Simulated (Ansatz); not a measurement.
Reaction (ligand exchange at the Si–Cl bond): `O[SiH]([SiH3])Cl` + `BO` → `BO[SiH](O)[SiH3]` + HCl

Computed with Ansatz on PBE0-D4/def2-TZVP structures; ΔE is electronic, products minus reactants. CCSD(T)/CBS adds triple-zeta CCSD(T) − MP2 to the extrapolated MP2 energy (def2 sets, frozen cores). This one scheme is used for every species. Functionals use def2-TZVPP. One conformer a species, not always the lowest.

CCSD(T)/CBS gives +1.8 kcal/mol.

Another level gave +3.8 kcal/mol. Which?
A. CCSD(T)/def2-TZVPP
B. B2PLYP/def2-TZVPP
C. PBE/def2-TZVPP
D. PBE0-D4/def2-TZVPP

D. PBE0-D4 3.8, CCSD(T)/def2-TZVPP 1.0, B2PLYP 2.2, PBE 5.0 kcal/mol.

Largest T1 diagnostic among the species: 0.014.

The D4 term adds −0.8 kcal/mol with B3LYP and −0.5 kcal/mol with PBE0; it sums over pairs of atoms, weighted by their polarisabilities, and B3LYP, whose exchange is more repulsive, gets the larger term.

B3LYP here is the variant with VWN-RPA as its local correlation; programs differ in this.
